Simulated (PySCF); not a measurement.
Start geometry of `C=C(SC)B(F)F` from a GFN2-xTB structure with every atom displaced at random (by about 0.01 Å) (Å):
```
atom  x, y, z in Å
C1    -0.1188   -1.3147    0.2173
C2    -0.7058   -0.1213   -0.1133
S3     0.1662    1.4059   -0.2387
C4     1.9304    0.9460    0.1722
B5    -2.2275   -0.0210   -0.4262
F6    -2.8511    1.1033   -0.7398
F7    -2.9989   -1.0775   -0.3665
H8    -0.7361   -2.1673    0.2611
H9     0.9045   -1.4105    0.4497
H10    2.2668    0.2277   -0.5428
H11    2.4628    1.8596    0.1287
H12    1.9471    0.5416    1.1894
```

Q: What comes out of this run: PBE0-D3(BJ)/def2-SVP geometry optimisation, gas phase (PySCF)?

A: 
```
atom  x, y, z in Å
C1    -0.0297   -1.3229    0.1703
C2    -0.6749   -0.1507    0.0108
S3     0.0479    1.4301   -0.2039
C4     1.8048    1.0649   -0.1290
B5    -2.2317   -0.1430    0.0058
F6    -2.9177    0.9632   -0.1943
F7    -2.9194   -1.2510    0.2018
H8    -0.6125   -2.2386    0.2971
H9     1.0584   -1.4214    0.1791
H10    2.1117    0.4000   -0.9506
H11    2.3259    2.0259   -0.2330
H12    2.0768    0.6131    0.8372
```

The energy falls by 0.212 eV over 9 energy and gradient evaluations, the largest force component goes from 0.0508 to 2.4e-04 Eh/bohr, and the atoms move by 0.050 Å rms after alignment. The bond that changes most is S3–C4 (sulfide sulfur to S-methyl carbon), which shortens by 0.073 Å. Bonds longer at the end by more than 0.005 Å: 6 of 11; shorter: 4. Among the angles that change most is H10–C4–H11, from 113.3° to 109.0°. Rotational constants go from 4148, 1329, 1013 to 4148, 1372, 1038 MHz. The orientation of the end geometry is arbitrary; only internal coordinates are fixed.

The run used 127 basis functions and 62 SCF cycles in all.

No frequency check. The numbers are those of one conformer.
